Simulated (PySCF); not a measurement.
Cartesian coordinates in Å; atom numbers follow the order of the lines, from 1:
```xyz
14

C     2.806   -0.887   -0.023
C     1.618   -0.708    0.003
C     0.216   -0.565    0.040
C    -0.617   -1.694    0.167
N    -1.926   -1.616    0.207
N    -2.535   -0.468    0.129
C    -1.839    0.641    0.007
C    -0.437    0.670   -0.045
C     0.295    1.940   -0.181
O    -0.223    3.022   -0.256
H     3.846   -1.024   -0.047
H    -0.197   -2.688    0.239
H    -2.402    1.562   -0.053
H     1.395    1.814   -0.211
```

[PySCF 2.14: shielding tensors at PBE0/pcSseg-1 (GIAO); GFN2-xTB structure; non-relativistic; one computed conformer; isolated molecule]

Shifts are taken against calculated references (same method and geometry level): 13C (σ = 186.93 ppm) against TMS.

Problem. Do the 13C shifts follow the atomic charges (in e)? Tabulate both.

Solution. 
| atoms | hybridisation | δ (ppm) | σ para (ppm) | Hirshfeld | IAO | Mulliken | ESP-fitted |
| --- | --- | --- | --- | --- | --- | --- | --- |
| C9 | sp2 | 198.3 | -255 | +0.13 | +0.25 | +0.38 | +0.33 |
| C4 | sp2 | 160.3 | -217 | +0.03 | -0.02 | +0.22 | +0.32 |
| C7 | sp2 | 148.2 | -207 | +0.03 | -0.00 | +0.26 | +0.37 |
| C8 | sp2 | 129.4 | -207 | -0.00 | -0.06 | -0.35 | -0.09 |
| C3 | sp2 | 125.1 | -198 | +0.03 | -0.01 | -0.24 | +0.13 |
| C1 | sp | 104.4 | -178 | -0.06 | -0.18 | -0.33 | -0.21 |
| C2 | sp | 80.9 | -140 | -0.04 | -0.04 | +0.43 | -0.24 |

Correlation coefficients of δ with charge over these carbons: Hirshfeld +0.91, IAO +0.79, Mulliken +0.31, ESP-fitted +0.86; with the paramagnetic shielding -0.97. Among the 5 sp2 carbons alone: Hirshfeld +0.91, IAO +0.89, Mulliken +0.86, ESP-fitted +0.65. With so few points, grouped by hybridisation, these coefficients are fragile. Charge is one influence among several: hybridisation and low-lying excitations act through the paramagnetic term.

Shifts are as computed. Against solution values, carbons near 30 ppm lie about +3 ppm off and those near 130 ppm about +5 ppm. Of 1211 compounds with measured shifts, 218 miss one by over three times the rms of a fit or turn the order of signals round; such compounds aren't used in these exercises.
